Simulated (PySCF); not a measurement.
# Electron correlation in Au (gold, neutral)

[Xe] 4f14 5d9 6s2, 2D determinant (an excited configuration). Calculation: PySCF 2.14, in def2-QZVPPD with the def2 core potential (60 electrons); a scalar-relativistic core potential. Frozen: 5s2 5p6; 11 electrons correlated.

```json
{"level": "CCSD", "correlation energy (mhartree)": "-356.83"}
{"level": "(T)", "correlation energy (mhartree)": "-16.44"}
{"level": "CCSD(T)", "correlation energy (mhartree)": "-373.27"}
```

Diagnostics: T1 = 0.016, D1 = 0.0576, largest double amplitude 0.046.

Problem. Is a single reference adequate?

Solution. Yes, within this model without spin-orbit coupling: T1 lies below 0.03 and no double amplitude reaches 0.07.
